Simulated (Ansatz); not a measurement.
Calculated with Ansatz (gas phase, PBE0-D4/def2-TZVP geometries, no zero-point term in ΔE). CCSD(T)/CBS is the MP2 limit (def2-TZVPP, def2-QZVPP) plus CCSD(T) − MP2 in def2-TZVPP, frozen cores. This one scheme is used for every species. DFT in def2-TZVPP. B3LYP here is the variant with VWN-RPA as its local correlation; programs differ in this. One conformer a species, not always the lowest.

Consider the ligand exchange at the Si–N bond: `BN([SiH3])[SiH2]Cl` + HCl → `Cl[SiH2]Cl` + `BN[SiH3]`.

```json
{"level": "PBE0-D4", "ΔE (kJ/mol)": "-47.3", "difference from CCSD(T)/CBS": "-5.7"}
{"level": "r2SCAN0-D4", "ΔE (kJ/mol)": "-47.6", "difference from CCSD(T)/CBS": "-6.0"}
{"level": "BHLYP-D4", "ΔE (kJ/mol)": "-42.3", "difference from CCSD(T)/CBS": "-0.7"}
{"level": "ωB97X-V", "ΔE (kJ/mol)": "-45.9", "difference from CCSD(T)/CBS": "-4.3"}
{"level": "B2PLYP", "ΔE (kJ/mol)": "-49.7", "difference from CCSD(T)/CBS": "-8.1"}
{"level": "PBE-QIDH", "ΔE (kJ/mol)": "-46.6", "difference from CCSD(T)/CBS": "-5.0"}
{"level": "PBE", "ΔE (kJ/mol)": "-56.9", "difference from CCSD(T)/CBS": "-15.3"}
{"level": "BLYP", "ΔE (kJ/mol)": "-59.4", "difference from CCSD(T)/CBS": "-17.8"}
{"level": "PBE0", "ΔE (kJ/mol)": "-54.5", "difference from CCSD(T)/CBS": "-12.9"}
{"level": "B3LYP", "ΔE (kJ/mol)": "-56.4", "difference from CCSD(T)/CBS": "-14.8"}
{"level": "r2SCAN0", "ΔE (kJ/mol)": "-50.5", "difference from CCSD(T)/CBS": "-8.9"}
{"level": "LC-ωPBE", "ΔE (kJ/mol)": "-50.6", "difference from CCSD(T)/CBS": "-9.0"}
{"level": "CCSD(T)/def2-SVP", "ΔE (kJ/mol)": "-39.1", "difference from CCSD(T)/CBS": "2.5"}
{"level": "HF/def2-QZVPP", "ΔE (kJ/mol)": "-52.6", "difference from CCSD(T)/CBS": "-11.0"}
{"level": "HF/CBS(def2)", "ΔE (kJ/mol)": "-52.5", "difference from CCSD(T)/CBS": "-10.9"}
{"level": "MP2/CBS(def2)", "ΔE (kJ/mol)": "-43.0", "difference from CCSD(T)/CBS": "-1.4"}
{"level": "CCSD(T)/CBS", "ΔE (kJ/mol)": "-41.6", "difference from CCSD(T)/CBS": "0"}
```

Largest T1 diagnostic among the species: 0.012.

In def2-TZVPP, CCSD(T) changes the Hartree–Fock value by +15.0 kJ/mol (the triples alone add +1.7 kJ/mol) and MP2 by +13.6 kJ/mol. The D4 term adds +12.6 kJ/mol with B3LYP and +7.2 kJ/mol with PBE0; it sums over pairs of atoms, weighted by their polarisabilities, and B3LYP, whose exchange is more repulsive, gets the larger term.
